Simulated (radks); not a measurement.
Species: the phosphorus ion P+. Configuration: [Ne] 3s0.5 3p3.5 (fractional occupations, a model configuration).

All-electron calculation, non-relativistic Kohn-Sham, SCAN, spin-polarised, spherical densities, point nucleus; open shells are filled with parallel spins first; meta-GGA in the generalised Kohn-Sham scheme. Program: a radial shooting solver on a logarithmic mesh with Libxc functionals.

Energy parts (hartree):
| part | energy |
|---|---|
| total | -340.45289 |
| kinetic | 340.02746 |
| electron-nucleus | -804.64443 |
| Hartree | 147.03924 |
| exchange-correlation | -22.87516 |

Orbitals (lengths in bohr, moments of r in powers of bohr; <r^-3> diverges for s and p1/2; r(max) is where P^2 peaks; r(90%) holds 90 % of the orbital's charge):
| orbital | occ. | eigenvalue (hartree) | r(90%) | <r^4> | r(max) | <r^-3> |
|---|---|---|---|---|---|---|
| 1s up | 1 | -77.28623 | 0.186 | 0.0005483 | 0.06806 | - |
| 1s down | 1 | -77.26508 | 0.186 | 0.0005478 | 0.06805 | - |
| 2s up | 1 | -6.98960 | 0.814 | 0.1888 | 0.4194 | - |
| 2s down | 1 | -6.97526 | 0.814 | 0.1868 | 0.4200 | - |
| 2p up | 3 | -5.13772 | 0.808 | 0.1900 | 0.3548 | 63.08 |
| 2p down | 3 | -5.11184 | 0.807 | 0.1856 | 0.3556 | 62.88 |
| 3s up | 0.5 | -0.97398 | 2.70 | 22.40 | 1.549 | - |
| 3p up | 3 | -0.61316 | 3.13 | 40.67 | 1.722 | 4.785 |
| 3p down | 0.5 | -0.44761 | 3.50 | 63.23 | 1.788 | 4.014 |

The highest occupied level is 3p down at -12.180 eV. The spin density at the nucleus is 3.731 e/bohr^3 (1s -0.211, 2s 0.396, 3s 3.546), a Fermi contact field of 196 T. Virial ratio -V/T = 2.00125. Spin moment in Bohr magnetons: 3. Summed over all electrons, <r^2> = 22.01 bohr^2, which gives a Langevin (diamagnetic) susceptibility term of -17.4 x 10^-6 cm^3/mol. The electron density at the nucleus is 2178 e/bohr^3.

Empty levels of this run are not shown, since the potential may be unsettled where no density lies.
